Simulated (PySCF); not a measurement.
As²³⁺ (arsenic, charge +23): Hartree-Fock from Schrödinger to Dirac-Coulomb-Breit

Occupied: 1s1/2, 2s1/2, 2p1/2, 2p3/2. Hartree-Fock calculated with PySCF 2.14 in an uncontracted even-tempered set (20 s from 2.1 bohr⁻², ratio 2.3; 14 p from 2.5 bohr⁻², ratio 2.3), Gaussian nucleus throughout. NR is non-relativistic, sf-X2C the spin-free one-electron X2C Hamiltonian, X2C adds the bare one-electron spin-orbit term, X2C-SNSO screens it by Boettger's factors, DC is four-component Dirac-Coulomb, and the Gaunt and Breit terms are added at first order (total energies over the DC spinors, levels after relaxing the spinors in that mean field). QED terms are absent. Levels marked empty are virtual spinors of this ion.

| Hamiltonian | E (hartree) |
| --- | --- |
| NR | -1904.2128 |
| sf-X2C | -1927.7428 |
| X2C | -1927.8424 |
| X2C-SNSO | -1927.8305 |
| DC | -1928.1807 |
| DC+Gaunt | -1927.1422 |
| DC+Breit | -1927.2303 |

```
   level (eV)        NR    sf-X2C       X2C  X2C-SNSO        DC  DC+Gaunt  DC+Breit
        1s1/2  -12814.5  -12993.6  -12993.4  -12993.4  -13000.2  -12983.0  -12984.0
        2s1/2   -2513.6   -2558.8   -2558.7   -2558.7   -2559.4   -2558.0   -2558.0
        2p1/2   -2357.0   -2370.2   -2398.1   -2396.3   -2396.5   -2393.8   -2394.1
        2p3/2   -2357.0   -2370.2   -2356.9   -2357.7   -2358.2   -2356.3   -2356.6
3s1/2 (empty)   -943.99   -956.36   -956.35   -956.35   -956.50   -956.14   -956.18
3p1/2 (empty)   -895.86   -900.76   -907.04   -906.65   -906.69   -906.07   -906.17
3p3/2 (empty)   -895.86   -900.76   -897.76   -897.94   -898.03   -897.60   -897.69
```

Q: How large are the two-electron picture-change error of X2C and the Breit correction in the total energy?

A: X2C-1e lies 0.3383 hartree above Dirac-Coulomb; Gaunt adds 1.0385 and the full Breit term 0.9504 hartree.

```json
{"interval (eV)": "2p3/2 − 2p1/2", "X2C": "41.18", "X2C-SNSO": "38.64", "DC": "38.36", "DC+Gaunt": "37.59", "DC+Breit": "37.59"}
{"interval (eV)": "3p3/2 − 3p1/2", "X2C": "9.279", "X2C-SNSO": "8.707", "DC": "8.663", "DC+Gaunt": "8.471", "DC+Breit": "8.471"}
```

Weight of the small component: 1s1/2 0.0143, 2s1/2 0.00291, 2p1/2 0.00286, 2p3/2 0.00281, 3s1/2 0.001000, 3p1/2 0.000976, 3p3/2 0.000965.

Koopmans' value for the highest occupied level at DC+Breit: 2356.6 eV, against an ionisation energy of 2356.9 ± 1.4 eV (semi-empirical (NIST evaluation); NIST Atomic Spectra Database, ionization energies); the former lacks relaxation, correlation, QED and recoil.

The whole ladder took 76 s of wall time on 1 thread of Intel(R) Xeon(R) 6975P-C (shared host), launched as `OMP_NUM_THREADS=1 python relrun2.py TASK.json OUT` (a driver that calls PySCF for each Hamiltonian).
